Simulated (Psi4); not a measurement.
H$_{6}$Ge$_{2}$, charge -1, doublet, geometry from GFN2-xTB (a state made from the parent by changing its charge; the spin is typed, not shown lowest) (a gas-phase anion, which may not be bound at this level); R2SCAN/STO-3G run with Psi4.

Input for Psi4:
```
memory 2 GB

molecule {
-1 2
Ge   -1.23522005    0.51292370   -0.12591087
Ge    1.23525908   -0.51205515    0.12902469
H    -1.92530595   -0.60516687   -1.02753875
H    -2.47835897    1.61253592   -0.42053532
H    -1.94017119   -0.02486483    1.19983024
H     2.47831690   -1.61347220    0.41717868
H     1.96734679    0.62962708    0.96829304
H     1.89692349   -0.02645262   -1.23686999
}

set {
  basis sto-3g
  reference uks
}

energy('r2scan')
print_variables()
```

Output, abridged:

```
   => Loading Basis Set <=

    Name: STO-3G
    Role: ORBITAL
    Keyword: BASIS

         ---------------------------------------------------------
                                   SCF
               by Justin Turney, Rob Parrish, Andy Simmonett
                          and Daniel G. A. Smith
                              UKS Reference
         ---------------------------------------------------------

  ==> Geometry <==

    Molecular point group: c1
    Full point group: C1

    Geometry (in Angstrom), charge = -1, multiplicity = 2:

       Center              X                  Y                   Z               Mass
    ------------   -----------------  -----------------  -----------------  -----------------
         GE          -1.235230618900     0.512688509948    -0.126754043855    73.921177761000
         GE           1.235248511100    -0.512290340052     0.128181516145    73.921177761000
         H           -1.925316518900    -0.605402060052    -1.028381923855     1.007825032230
         H           -2.478369538900     1.612300729948    -0.421378493855     1.007825032230
         H           -1.940181758900    -0.025100020052     1.198987066145     1.007825032230
         H            2.478306331100    -1.613707390052     0.416335506145     1.007825032230
         H            1.967336221100     0.629391889948     0.967449866145     1.007825032230
         H            1.896912921100    -0.026687810052    -1.237713163855     1.007825032230

  Running in c1 symmetry.

  Rotational constants: A =      1.61334  B =      0.05614  C =      0.05610 [cm^-1]
  Rotational constants: A =  48366.86556  B =   1683.02224  C =   1681.73908 [MHz]
  Nuclear repulsion =  294.565035743304747

  Charge       = -1
  Multiplicity = 2
  Electrons    = 71
  Nalpha       = 36
  Nbeta        = 35

  ==> Algorithm <==

  SCF Algorithm Type is DF.
  DIIS enabled.
  MOM disabled.
  Fractional occupation disabled.
  Guess Type is SAD.
  Energy threshold   = 1.00e-06
  Density threshold  = 1.00e-06
  Integral threshold = 1.00e-12

  ==> Primary Basis <==

  Basis Set: STO-3G
    Blend: STO-3G
    Number of shells: 22
    Number of basis functions: 42
    Number of Cartesian functions: 44
    Spherical Harmonics?: true
    Max angular momentum: 2

  ==> DFT Potential <==

   => LibXC <=

    Version 7.1.2
    S. Lehtola, C. Steigemann, M. J. T. Oliveira, and M. A. L. Marques,  SoftwareX 7, 1–5 (2018) (10.1016/j.softx.2017.11.002)

   => Composite Functional: R2SCAN <=

[...]
      Ntotal   =   70.9999786393 ; deviation = -2.136e-05

   @Spin Contamination Metric:   4.446117006E-03
   @S^2 Expected:                7.500000000E-01
   @S^2 Observed:                7.544461170E-01
   @S   Expected:                5.000000000E-01
   @S   Observed:                5.000000000E-01

    Orbital Energies [Eh]
    ---------------------

    Alpha Occupied:

[...]
    Alpha Virtual:

[...]
    Beta Occupied:

[...]
    Beta Virtual:

[...]
      42A      0.611150

    Final Occupation by Irrep:
              A
    DOCC [    35 ]
    SOCC [     1 ]
    NA   [    36 ]
    NB   [    35 ]

  @DF-UKS Final Energy: -4109.65710813687565

   => Energetics <=

    Nuclear Repulsion Energy =            294.5650357433047475
    One-Electron Energy =               -6366.6411329907296022
    Two-Electron Energy =                2124.5961935426403215
    DFT Exchange-Correlation Energy =    -162.1772044320916564
    Empirical Dispersion Energy =           0.0000000000000000
    VV10 Nonlocal Energy =                  0.0000000000000000
    Total Energy =                      -4109.6571081368756495

  UHF NO Occupations:
  HONO-2 :   34  A 1.9995337
  HONO-1 :   35  A 1.9988975
  HONO-0 :   36  A 1.0000000
  LUNO+0 :   37  A 0.0011025
  LUNO+1 :   38  A 0.0004663
  LUNO+2 :   39  A 0.0002724
  LUNO+3 :   40  A 0.0001805

Computation Completed

Properties will be evaluated at   0.000000,   0.000000,   0.000000 [a0]

Properties computed using the SCF density matrix

 Multipole Moments:

 ------------------------------------------------------------------------------------
     Multipole            Electronic (a.u.)      Nuclear  (a.u.)        Total (a.u.)
 ------------------------------------------------------------------------------------

 L = 1.  Multiply by 2.5417464519 to convert [e a0] to [Debye]
 Dipole X            :          0.0014970           -0.0013980            0.0000990
 Dipole Y            :          0.0333202           -0.0311110            0.0022093
 Dipole Z            :          0.1194562           -0.1115355            0.0079208
 Magnitude           :                                                    0.0082237

 ------------------------------------------------------------------------------------

  Variable Map:
  ----------------------------------------------------------------------------
[...]
  Array Variable Map:
  ----------------------------------------------------------------------------
[...]
[...]
```
